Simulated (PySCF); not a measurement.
Simulation results for BGeH2O2, B2GeH6N

Computed with PySCF 2.14.0. Calculation on a computer-drawn molecule: the log of a Hartree-Fock and frozen-core CCSD(T) single point meant for a local Hartree-Fock minimum, with one planted fault or none, to be diagnosed. Offsets are logged minus clean, where the clean run is the same molecule without the fault. The reference is restricted for singlets and unrestricted otherwise, and also for a bond in bohr or an excited solution. Adding or removing an electron swaps singlet and doublet. The excited solution moves the top pair (singlet) or top alpha electron (doublet) to the lowest empty orbital. Highest occupied and lowest empty are orbital energies over both spins, largest force is the largest gradient component, triples share is (T) over the correlation energy, the T1 limit is 0.02 restricted and 0.045 unrestricted, electrons count all cores, a negative frequency is imaginary (commonest isotopes), and the dipole is about the centre of nuclear charge; on germanium a core potential holds 10 electrons, which the energies leave out, and 3d is frozen in MP2 and coupled-cluster steps.

Common to all runs: meant charge 0; meant multiplicity 2; meant basis cc-pVDZ; meant basis and core potential on germanium cc-pVDZ-PP ECP10MDF; logged electrons 55; logged SCF converged yes; possible faults no fault, one electron removed, one electron added, multiplicity raised by two, geometry at a saddle point, SCF held on an excited solution, minimal basis STO-3G, one bond length entered in bohr, all coordinates scaled.

(1) BGeH2O2

Logged structure:
```xyz
6
BGeH2O2
B     -1.8904     1.3785     1.5320
Ge    -1.4863    -0.1135     0.2108
O     -0.1881    -0.4340    -0.7003
O     -2.8686    -1.1896     0.2999
H     -2.3901     2.4551     1.5026
H     -2.7944    -1.9681    -0.2380
```

```
logged basis functions               : 75
logged spin squared                  : 0.7632
logged highest occupied              : -10.222 eV
logged lowest empty                  : 0.14742 eV
logged largest force                 : 2.344e-05 hartree/bohr
logged lowest frequency              : 165.58 cm⁻¹
logged T1 diagnostic                 : 0.026148
logged D1 diagnostic                 : 0.087099
logged triples share                 : 0.032259
logged CC converged                  : yes
logged dipole magnitude              : 3.6772 debye
logged SCF stable within its kind    : yes
logged energy HF                     : -468.86194 hartree
logged energy CCSD(T)                : -469.42195 hartree
planted fault                        : no fault
HF energy offset from clean run      : 0 kcal/mol
CCSD(T) energy offset from clean run : 0 kcal/mol
```

Drawn bonds:
```csv
atom,other atom,order
1,2,1
2,3,2
2,4,1
1,5,1
4,6,1
```

(2) BGeH2O2

Structure as in entry 1.

```
logged basis functions            : 75
logged spin squared               : 0.7817
logged highest occupied           : -9.3413 eV
logged lowest empty               : -1.0467 eV
logged largest force              : 0.03474 hartree/bohr
logged dipole magnitude           : 3.5359 debye
logged SCF stable within its kind : no
logged energy HF                  : -468.82315 hartree
planted fault                     : SCF held on an excited solution
HF energy offset from clean run   : 24.35 kcal/mol
```

Drawn bonds:
```csv
atom,other atom,order
1,2,1
2,3,2
2,4,1
1,5,1
4,6,1
```

Notes: coupled-cluster numbers left out as unreliable.

(3) B2GeH6N

Logged structure:
```xyz
10
B2GeH6N
B     -1.2699     2.4233     1.1171
N     -0.4215     1.9732     0.0800
B      0.8267     2.6270    -0.1676
Ge    -0.8835     0.5004    -1.0112
H     -2.3303     1.9349     1.4007
H      1.5382     2.2255    -1.0524
H      1.1632     3.5645     0.4976
H     -2.2663     0.0231    -0.5813
H     -0.8889     0.9661    -2.4660
H      0.1629    -0.5946    -0.8106
```

```
logged basis functions            : 95
logged spin squared               : 0.7545
logged highest occupied           : -8.6904 eV
logged lowest empty               : 2.3002 eV
logged largest force              : 1.597e-05 hartree/bohr
logged lowest frequency           : 54.413 cm⁻¹
logged T1 diagnostic              : 0.013653
logged D1 diagnostic              : 0.045972
logged triples share              : 0.028962
logged CC converged               : yes
logged dipole magnitude           : 1.8212 debye
logged SCF stable within its kind : yes
logged energy HF                  : -400.68319 hartree
logged energy CCSD(T)             : -401.16049 hartree
planted fault                     : withheld
```

Drawn bonds:
```csv
atom,other atom,order
1,2,1
2,3,1
2,4,1
1,5,1
3,6,1
3,7,1
4,8,1
4,9,1
4,10,1
```

## Withheld values
1. Give the missing planted fault for B2GeH6N (entry 3).

Calculated values
1. no fault

Further results for B2GeH6N (entry 3):

```
HF energy offset from clean run      : 0 kcal/mol
CCSD(T) energy offset from clean run : 0 kcal/mol
```
